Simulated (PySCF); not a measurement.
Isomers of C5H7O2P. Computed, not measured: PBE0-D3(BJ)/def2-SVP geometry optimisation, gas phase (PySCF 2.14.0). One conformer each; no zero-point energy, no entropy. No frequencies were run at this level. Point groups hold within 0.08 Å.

Question: Order them by energy at this level, lowest first, and give relative energies in kcal/mol.
A. `[CH3:1][O:2][c:3]1[cH:4][p:5][c:6]([CH3:7])[o:8]1` with C1–O2–C3–C4 178°
B. `[CH3:1][O:2][c:3]1[o:4][cH:5][p:6][c:7]1[CH3:8]` with C1–O2–C3–O4 -8°
C. `[CH:1]#[C:2][P@@:3]([CH3:4])(=[O:5])[C:6]([CH3:7])=[O:8]` with C2–P3–C6–C7 -95°

Answer: A (0.0), B (3.1), C (25.1).

As drawn, the lowest has an aromatic ring, which the highest lacks; the highest has a C=O bond, a C≡C bond and a P=O bond, which the lowest lacks.

| SMILES | E (Eh) | E rel (kcal/mol) | dipole (D) | point group | A, B, C (MHz) |
| --- | --- | --- | --- | --- | --- |
| COc1cpc(C)o1 | -685.64696 | 0.0 | 2.83 | Cs | 3176, 1362, 964.7 |
| COc1ocpc1C | -685.64194 | 3.1 | 2.46 | – | 2938, 1503, 1008 |
| C#C[P@@](C)(=O)C(C)=O | -685.60699 | 25.1 | 2.24 | C1 | 2004, 1439, 1335 |

How do the relative energies change in single points at PBE0/pcSseg-1 (no added dispersion term) on the same geometries?

```csv
SMILES,PBE0-D3(BJ)/def2-SVP (kcal/mol),PBE0/pcSseg-1 (kcal/mol),shift
COc1cpc(C)o1,0.0,0.0,0.0
COc1ocpc1C,3.1,3.1,0.0
C#C[P@@](C)(=O)C(C)=O,25.1,16.6,-8.5
```

Each column counts from its own lowest isomer. The order is unchanged; the largest shift is 8.5 kcal/mol.
